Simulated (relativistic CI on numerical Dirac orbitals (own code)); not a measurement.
**Sensitivity of the levels of Cl XIII to α**

Method of calculation: Dirac-Coulomb-Breit CI, orbitals from a KLI potential per configuration, derivatives by finite differences, unscaled Slater integrals, QED left out (own radial code, finite nucleus).

CI space (outside the closed core 1s2): 2s2.2p, 2s.2p2, 2p3, 2p2.3s, 2p2.3p, 2p2.3d, 2s2.3s, 2s2.3p. Levels of other configurations are missing.

With x = (α/α₀)² − 1 an excitation energy changes as ω = ω₀ + qx; K = 2q/ω₀ is the relative enhancement. Terms are leading LS components, so labels can repeat.

Lowest level 2s2.2p 2P°_1/2.

```
         Level  ω₀ (cm⁻¹)  q (cm⁻¹)       K
2s2.2p 2P°_3/2      17305     17460    2.02
 2s.2p2 4P_1/2     205610     16540   0.161
 2s.2p2 4P_3/2     212011     23550   0.222
 2s.2p2 4P_5/2     220831     32100   0.291
 2s.2p2 2D_3/2     382129     27240   0.143
 2s.2p2 2D_5/2     382590     28520   0.149
 2s.2p2 2S_1/2     482040     22910  0.0951
 2s.2p2 2P_1/2     511500     28250    0.11
 2s.2p2 2P_3/2     519901     33610   0.129
   2p3 4S°_3/2     662304     43750   0.132
   2p3 2D°_3/2     760912     42050   0.111
   2p3 2D°_5/2     761875     44630   0.117
   2p3 2P°_1/2     854007     44510   0.104
```

At this charge energies of transitions that change n are usually good to better than 1 %, and those within a shell (Δn = 0) to a few per cent.
